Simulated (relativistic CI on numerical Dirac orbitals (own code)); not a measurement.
## Crystal-field levels of Lu⁴⁺, 4f13

Calculated by Dirac-Coulomb-Breit CI, KLI orbitals optimised for each configuration, model QED (radiative potential, 1s self-energy scaled to tabulated hydrogen-like ionisation energies), valence Slater integrals scaled by 0.85, one configuration in a parametric crystal field (own radial code).

Field parameters in Wybourne normalisation; cubic f-shell fields have B⁴₄ = √(5/14) B⁴₀ and B⁶₄ = −√(7/2) B⁶₀. The field is a parameter set, without covalency.

S is read from ⟨S²⟩ = S(S + 1).

Levels (cm⁻¹, degeneracy): 0 (2), 451 (4), 635 (2), 11909 (4), 12299 (2).

Which field gives this pattern?
A. Oh, B40 = -3150, B60 = 550 cm⁻¹
B. Oh, B40 = -3140, B60 = -410 cm⁻¹
C. Oh, B40 = 1400, B60 = 580 cm⁻¹

C. Oh, B40 = 1400, B60 = 580 cm⁻¹, ground level with S = 0.50.
